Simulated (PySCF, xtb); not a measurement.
H2Si2, SMILES [Si]=[SiH2] (connectivity only; charge and spin as stated), neutral, multiplicity 1.

Harmonic wavenumbers (cm⁻¹) from GFN2-xTB (xtb) at its own minimum, in rising order: 204, 504, 711, 905, 1979, 2124.

### Question
What does TPSSh-D3(BJ)/def2-TZVP (PySCF 2.14.0) give at its own minimum? (The exact figures need the calculation; the answer reports its results.)

### Answer
246, 363, 532, 897, 2216, 2240. Paired by order, the mean absolute difference is 121 cm⁻¹ and the zero-point energies are 9.2 and 9.3 kcal/mol.
